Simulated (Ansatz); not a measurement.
Molecule: C3H8O2Si, net charge 0, singlet state. 
Coordinates optimised at B3LYP-D3(BJ)/def2-TZVP (Ansatz, a quantum-chemistry and plane-wave program):
```xyz
14

C     -0.8197     1.8291    -0.0673
Si    -0.6109     0.1485     0.7038
C     -1.6202    -1.1749    -0.1283
O      1.0430    -0.2923     0.7050
C      1.7474    -0.4573    -0.4134
O      1.3232    -0.3216    -1.5300
H     -0.1737     2.5658     0.4140
H     -0.5785     1.7994    -1.1303
H     -1.8529     2.1676     0.0434
H     -0.8992     0.1959     2.1536
H     -1.3855    -1.2289    -1.1917
H     -1.4312    -2.1529     0.3183
H     -2.6860    -0.9585    -0.0200
H      2.7850    -0.7384    -0.1861
```

Property: atomisation energy (electronic, to ground-state atoms), in kcal/mol. Correlated levels leave the core frozen unless marked. UHF or UKS for open shells. No spin-orbit coupling. No relativistic terms. The coupled-cluster limit lacks core correlation, which all-electron functionals hold. Basis-set limits of correlation are two-point, X^-3; Hartree-Fock from the larger set. The bracket is a focal-point correction in the basis named.

```
level                                                                 program  atomisation energy (kcal/mol)  minus last row
-------------------------------------------------------------  --------------  -----------------------------  --------------
PBE0-D3(BJ)/def2-TZVP                                          Ansatz + dftd3                         1342.6            -0.8
B2GP-PLYP/def2-TZVPD                                                   Ansatz                         1322.7           -20.7
MP2/CBS(cc-pV(T+d)Z,cc-pV(Q+d)Z)                                       Ansatz                         1368.3            24.9
RI-MP2/CBS(cc-pV(T+d)Z,cc-pV(Q+d)Z)                                    Ansatz                         1368.1            24.7
CCSD/aug-cc-pV(T+d)Z                                                   Ansatz                         1295.5           -47.9
CCSD(T)/6-31G*                                                         Ansatz                         1221.2          -122.2
CCSD(T)/aug-cc-pV(D+d)Z                                                Ansatz                         1251.8           -91.6
CCSD(T)/cc-pV(T+d)Z                                                    Ansatz                         1308.9           -34.5
RI-MP2/CBS(cc-pV(T+d)Z,cc-pV(Q+d)Z)+[CCSD(T)-MP2]/cc-pV(Q+d)Z          Ansatz                         1343.7             0.3
CCSD(T)/CBS(cc-pV(T+d)Z,cc-pV(Q+d)Z)                                   Ansatz                         1343.4             0.0
```
